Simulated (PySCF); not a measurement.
## Excitation energy of B⁺ by level of theory

B⁺ [He] 2s2 (1S) → B⁺ [He] 2s1 2p1 (3P), as a difference of total energies. Calculation: PySCF 2.14, in aug-cc-pCVTZ-DK with one added diffuse shell each of s, p, d, f type (8s7p5d3f, 75 functions); the spin-free X2C one-electron Hamiltonian (Gaussian nucleus). Correlated levels: valence: 1s2 frozen; valence and next inner shell: nothing frozen. The calculations carry no spin-orbit coupling.

```
                                method  excitation energy (eV)  error (eV)
                                   UHF                   3.153      -1.478
                                   LDA                   4.095      -0.536
                                   PBE                   3.993      -0.638
                                  PBE0                   3.955      -0.676
                                r2SCAN                   3.630      -1.001
                                  BP86                   4.082      -0.549
                                M06-2X                   4.597      -0.034
                             BHandHLYP                   4.116      -0.515
                                revPBE                   4.030      -0.601
                         MP2 (valence)                   4.066      -0.565
                     SCS-MP2 (valence)                   4.325      -0.306
    MP2 (valence and next inner shell)                   4.083      -0.548
SCS-MP2 (valence and next inner shell)                   4.346      -0.285
```

Reference: 4.631 eV (measured; NIST levels, between the centres of gravity of the two terms).

Errors of the correlated levels include the incompleteness of this basis and the frozen core.
